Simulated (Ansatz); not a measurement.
Gas-phase reaction R1 + R2 → P1 + P2, each structure at its B3LYP-D3(BJ)/def2-TZVP stationary point, reached from a drawn start (curvature not checked).
R1, C2H6 (SMILES CC) (charge 0, multiplicity 1):
```xyz
8

C      0.0000     0.0000     0.7631
C      0.0000     0.0000    -0.7631
H      0.0000     1.0171     1.1602
H     -0.8808    -0.5086     1.1602
H      0.8808    -0.5086     1.1602
H      0.0000    -1.0171    -1.1602
H     -0.8808     0.5086    -1.1602
H      0.8808     0.5086    -1.1602
```
P1, C2H5 (SMILES [CH2]C) (charge 0, multiplicity 2, Z-matrix in Å and degrees):
```
C
H 1 1.0926
H 1 1.0926 2 108.27
H 1 1.1011 2 106.35 3 113.94
C 1 1.4831 2 111.86 4 122.37
H 5 1.0812 1 120.96 2 -33.16
H 5 1.0812 6 117.63 1 172.29
```
R2: O atom, charge 0, multiplicity 3.
P2, OH (SMILES [OH]) (charge 0, multiplicity 2, Z-matrix in Å and degrees):
```
O
H 1 0.9767
```

P less R. No zero-point or thermal terms; singlets are restricted closed shells; open shells are unrestricted; no spin–orbit coupling.

Cores are frozen in the correlated methods.

Programs: Ansatz (Gaussian orbitals). No computed number here is a measurement.

| level | reaction energy (eV) |
|---|---|
| HF/cc-pVDZ | 0.803 |
| HF/cc-pVTZ | 0.673 |
| HF/cc-pVQZ | 0.645 |
| B3LYP/def2-TZVPP | -0.049 |
| wB97X-V/def2-TZVPP | 0.072 |
| wB97M-V/def2-TZVPP | 0.070 |
| SCS-MP2/cc-pVQZ | 0.145 |
| CCSD/cc-pVDZ | (withheld) |
| CCSD/cc-pVQZ | (withheld) |

Complete the blanks.


- CCSD/cc-pVDZ, reaction energy (eV): 0.468
- CCSD/cc-pVQZ, reaction energy (eV): 0.164

Ansatz is a quantum-chemistry and plane-wave program.
